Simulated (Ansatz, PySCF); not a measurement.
Gas-phase reaction (SMILES): [NH2][Al]([NH2])[NH2] + [H][H] (H2) -> [NH2][AlH][NH2] + N (NH3); hydrogen cleaves one Al-N bond, a model of a ligand-exchange step.

Each molecule is optimised on its own at B3LYP-D3(BJ)/def2-TZVP (Ansatz, a program for electronic structure), one conformer each, not searched for the lowest. Valence correlation only, unless marked. Spin-orbit coupling is left out. Non-relativistic. CBS(X,Y): correlation extrapolated as X^-3; Hartree-Fock from the larger set. Thermal terms are rigid-rotor harmonic-oscillator values from B3LYP-D3(BJ) frequencies (Ansatz or PySCF) at 298.15 K and 1 atm. 1 Eh = 627.5095 kcal/mol.

| species | E, CCSD(T)/CBS(aug-cc-pV(T+d)Z,aug-cc-pV(Q+d)Z) (Ansatz) (Eh) | E, B3LYP-D3(BJ)/def2-TZVPD (Ansatz + dftd3) (Eh) | H - E (Eh) |
|---|---|---|---|
| [NH2][Al]([NH2])[NH2] | -409.84719 | -410.54058 | 0.08441 |
| [H][H] (H2) | -1.17444 | -1.17983 | 0.01336 |
| [NH2][AlH][NH2] | -354.49447 | -355.10994 | 0.06415 |
| N (NH3) | -56.50411 | -56.58902 | 0.03799 |

Work out ΔE and ΔH at 298.15 K at the first level, then ΔH at the second.


1. ΔE = [(-354.49447) + (-56.50411)] - [(-409.84719) + (-1.17444)] = 0.02305 Eh = 14.5 kcal/mol at CCSD(T)/CBS(aug-cc-pV(T+d)Z,aug-cc-pV(Q+d)Z).
2. The terms H - E add up to 0.00437 Eh, so ΔH = (0.02305 + (0.00437))×627.5095 = 17.2 kcal/mol.
3. At B3LYP-D3(BJ)/def2-TZVPD the same steps give ΔE = 13.5 and ΔH = 16.2 kcal/mol, a shift of -1.0 from the first level.
4. These values are not checked against measurement here, since the tables used lack a sound gas-phase enthalpy of formation for at least one species.
